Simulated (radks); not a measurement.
Problem. These are the eigenvalues of the occupied orbitals of an atom or ion with whole-number occupations (hartree). Method: scalar-relativistic Kohn-Sham, LDA (Slater exchange, Perdew-Wang correlation), spin-polarised, spherical densities, finite nucleus; Fermi nuclear charge, rms radius of each element as measured or else 0.836 A^(1/3) + 0.57 fm; computed with a radial shooting solver on a logarithmic mesh with Libxc functionals.

orbital  eigenvalue
1s up     -2880.001
1s down   -2880.000
2s up     -507.1151
2s down   -507.1071
2p up     -440.0004
2p down   -439.9937
3s up     -120.1073
3s down   -120.1032
3p up     -100.5529
3p down   -100.5486
3d up     -79.26585
3d down   -79.25969
4s up     -26.81207
4s down   -26.80368
4p up     -20.39370
4p down   -20.38525
4d up     -12.58515
4d down   -12.57514
5s up      -5.07224
5s down    -5.01720
4f up      -3.90288
4f down    -3.88852
5p up      -3.37839
5p down    -3.31271
5d up      -1.46689
5d down    -1.39538

Which element is it, and in what charge state? The configuration may be excited. Open shells, if any, are filled with parallel spins first.

Solution. Z = 78, platinum, charge +3: Pt3+ in [Xe] 4f14 5d7. The list shows which subshells hold electrons but not how many an open one holds; the 1s level, -2880 hartree, gives Z - s = 75.9 by -(Z - s)^2/2, which with screening and relativity narrows Z to a few neighbours, and the depths of the outer levels then fix element, charge and occupations together.
